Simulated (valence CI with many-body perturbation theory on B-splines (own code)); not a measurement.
# Hf30+: magnetic and hyperfine properties of the levels

Computed by configuration interaction combined with many-body perturbation theory (CI+MBPT): six valence electrons over a frozen Dirac-Fock core [Kr], a basis of 7 s, 7 p, 8 d, 6 f, 4 g, 1 h functions for each j, with the one-electron correlation potential Σ1, the two-electron term Σ2, the three-electron term Σ3, Breit, model QED; selected CI, second order for the rest, scaled by the run's own slope (own B-spline code, finite nucleus).

The last digits are not significant, and no measured levels were compared; by estimate large intervals hold to a few tenths of a per cent, small ones and those within an open d or f shell to about a per cent. Core correlation moves these levels by up to 7700 cm⁻¹, and in measured spectra 5 to 20 % of such shifts remained as error; rates that hang on mixing are uncertain with them. Among the levels kept, up to 760 cm⁻¹ of a level comes from second order outside the variational space, and about a tenth of that is noise between levels of different J, which matters for small intervals. Only levels of the ground parity were solved; by the run's estimate the other parity begins above the list, which can be wrong where configurations are misplaced.

A/g_I is the dipole constant over the nuclear g factor μ/I (μ in nuclear magnetons, uniformly magnetised nucleus), B/Q the quadrupole constant per barn. Both hold the static response of the core; the bare values leave it out. Large factors of s and p1/2 electrons are usually good to 5 to 10 %; those of open d and f shells near neutrality can be off by tens of per cent, and small factors of p3/2, d and f electrons come from cancelling terms and can be off by a factor of two or in sign, in half-filled shells by more. B is blank for J = 1/2, where it vanishes, and for nearly pure S terms. Energies count from the lowest level. Levels with J = 0 are left out.

Levels are named by their leading jj configuration (3d3/2^4 stands for four electrons in 3d with j = 3/2), which in mixed levels can hold well under half, so a name can repeat and another be missing. Letters in brackets count levels of one name in rising energy.

```tsv
Level	E (cm⁻¹)	g	A/g_I (MHz)	A/g_I bare	B/Q (MHz/b)	B/Q bare
(4d3/2^4 4d5/2^2) J=4	0	1.290	7220	7710	15000	14400
(4d3/2^4 4d5/2^2) J=2	20188	1.308	7110	7650	-7610	-7270
(4d3/2^3 4d5/2^3) J=3 [a]	95566	1.388	3970	4700	1140	1080
(4d3/2^3 4d5/2^3) J=4 [a]	105220	1.160	8420	8600	12600	12200
(4d3/2^3 4d5/2^3) J=1 [a]	108850	1.338	6940	7550	-5510	-5260
(4d3/2^3 4d5/2^3) J=5	128170	1.129	10100	10200	6910	6670
(4d3/2^3 4d5/2^3) J=6	130070	1.113	11300	11300	-13700	-13200
(4d3/2^3 4d5/2^3) J=2 [a]	144250	0.954	14100	13800	-10900	-10500
(4d3/2^3 4d5/2^3) J=3 [b]	148190	1.047	12700	12600	5010	4760
(4d3/2^3 4d5/2^3) J=2 [b]	180490	1.142	10300	10500	15700	15100
(4d3/2^3 4d5/2^3) J=1 [b]	181530	1.106	7270	7330	11000	10600
(4d3/2^3 4d5/2^3) J=4 [b]	184280	1.041	12800	12700	-9450	-9120
(4d3/2^3 4d5/2^3) J=3 [c]	192600	1.073	12400	12400	-17400	-16700
(4d3/2^2 4d5/2^4) J=2 [a]	214340	1.434	900	1740	-476	-439
(4d3/2^2 4d5/2^4) J=4 [a]	233410	1.096	10800	10900	1490	1490
(4d3/2^2 4d5/2^4) J=3 [a]	242210	1.199	7430	7700	-7380	-7100
(4d3/2^2 4d5/2^4) J=5	245170	1.098	11500	11600	-10400	-9970
(4d3/2^2 4d5/2^4) J=6	257520	1.047	12600	12600	-15300	-14700
(4d3/2^2 4d5/2^4) J=3 [b]	260070	0.957	14700	14400	733	715
(4d3/2^2 4d5/2^4) J=1	269670	1.047	13200	13100	-5140	-4940
(4d3/2^2 4d5/2^4) J=4 [b]	278100	1.053	13000	13000	-592	-596
(4d3/2^2 4d5/2^4) J=2 [b]	278880	1.051	12700	12700	-10300	-9900
(4d3/2^2 4d5/2^4) J=2 [c]	310270	0.854	17500	16900	-1170	-1100
(4d3/2^2 4d5/2^4) J=4 [c]	320700	1.161	9170	9360	-14600	-14000
(4d3/2 4d5/2^5) J=1	349300	1.498	-2100	-1110	-3140	-3010
(4d3/2^2 4d5/2^4) J=2 [d]	371890	1.023	13100	12900	18200	17500
(4d3/2 4d5/2^5) J=4	388340	1.026	13100	13000	-7320	-6950
(4d3/2 4d5/2^5) J=2	401440	1.210	8590	8890	-18900	-18200
(4d3/2 4d5/2^5) J=3	406110	1.065	12000	12000	-17200	-16600
```

Task: Take the isotope of mass number 177, with I = 7/2, μ = 0.791 μN and Q = 3.37 b. What is the hyperfine structure of (4d3/2^3 4d5/2^3) J=5?

Result: From the table A = 2280 MHz, B = 23300 MHz. Shifts from the centre of gravity in MHz: F = 3/2: -37800, F = 5/2: -35700, F = 7/2: -32000, F = 9/2: -25900, F = 11/2: -16400, F = 13/2: -2290, F = 15/2: 17900, F = 17/2: 45700.
